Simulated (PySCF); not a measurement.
## In: excitation energy

In [Kr] 4d10 5s2 5p1 (2P) → In [Kr] 4d10 5s1 5p2 (4P), as a difference of total energies. Calculation: PySCF 2.14, in x2c-TZVPPall with one added diffuse shell each of s, p, d, f type (9s7p5d3f, 76 functions); scalar relativity by spin-free X2C-1e. Correlated levels: valence: [Kr] 4d10 frozen. The calculations carry no spin-orbit coupling.

```
           method  excitation energy (eV)
              UHF                   2.917
    MP2 (valence)                   3.530
SCS-MP2 (valence)                   3.765
   CCSD (valence)                   3.744
CCSD(T) (valence)                   3.762
```

Task: How much does correlation contribute at CCSD(T) (valence)?

Result: 3.762 − (2.917) = 0.845 eV, measured against UHF.

Errors of the correlated levels include the incompleteness of this basis and the frozen core.

For comparison: 4.350 eV (measured; NIST levels, between the centres of gravity of the two terms).
